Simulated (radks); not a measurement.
The numbers below are computed, except where a source is named.
Species: Cr2+. Configuration: [Ar] 3d4. Code: a radial shooting solver on a logarithmic mesh with Libxc functionals. Model: scalar-relativistic Kohn-Sham, LDA (Slater exchange, Perdew-Wang correlation), spin-polarised, spherical densities, finite nucleus; open shells are filled with parallel spins first; Fermi nuclear charge, rms radius 3.6452 fm. Some entries of the table are withheld. Estimate them.

orbital  occ.  eigenvalue (eV)  <r^2> (bohr^2)
1s down     1        -5887.413        0.005451
1s up       1        -5887.411        0.005451
2s up       1        -687.1156          0.1022
2s down     1        -685.4487          0.1019
2p up       3        -581.7507         0.08356
2p down     3        -580.4583         0.08320
3s up       1         -96.1058          0.9326
3s down     1         -92.1540          0.9391
3p up       3         -67.7367           1.077
3p down     3         -63.8709           1.091
3d up       4         -24.3496             (1)
3d down     0         -20.8057             (2)

Answer. 
(1) 3d up <r^2> (bohr^2): 1.868
(2) 3d down <r^2> (bohr^2): 2.075
